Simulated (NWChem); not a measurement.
System: HgCl2; SMILES [Cl][Hg][Cl]

NWChem input:

```
start job
memory heap 200 mb stack 900 mb global 1100 mb
geometry units angstroms noautoz
  Hg     0.000000     0.000000     0.000000
  Cl     0.000000     2.282284     0.000000
  Cl     0.000000    -2.282284     0.000000
end
basis spherical
  Hg library def2-svp
  Cl library def2-svp
end
ecp
  Hg library def2-ecp
end
dft
  xc hcth407
  iterations 150
  mulliken
end
task dft energy
```

All runs use the structure optimised with PBE0/def2-SVP. def2 effective core potentials on Hg; no spin-orbit coupling.

Q: Give the results of this calculation. (HCTH/407/def2-SVP with def2 effective core potentials on Hg.) Quantities: energy (Ha); highest occupied level (eV); orbital gap (eV).

A: The energy (Ha) is -1074.27. The highest occupied level (eV) comes out as -7.49 and the orbital gap (eV) is 4.05.
